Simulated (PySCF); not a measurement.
CBr2, SMILES [C](Br)Br (connectivity only; charge and spin as stated), neutral, multiplicity 1.

Coordinates come from a B3LYP-D3(BJ)/def2-TZVP optimisation.

These are PBE/def2-TZVPD (PySCF) values and carry that method's errors.

Task: Estimate the frontier levels, gap, dipole moment and polarisability. (An estimate is asked for; the answer gives what the named calculation found.)

Result: 
```yaml
highest_occupied_level: -6.18 eV
lowest_empty_level: -4.55 eV
orbital_gap: 1.63 eV
dipole_moment: 1.08 D
quadrupole, principal values (traceless, Buckingham form, about the centre of nuclear charge): -4.47, 0.86, 3.61 D·Å
mean_static_polarisability: 63.2 bohr³ (9.36 Å³)
polarisability_principal_values: 42.5, 53.6, 93.3 bohr³
```
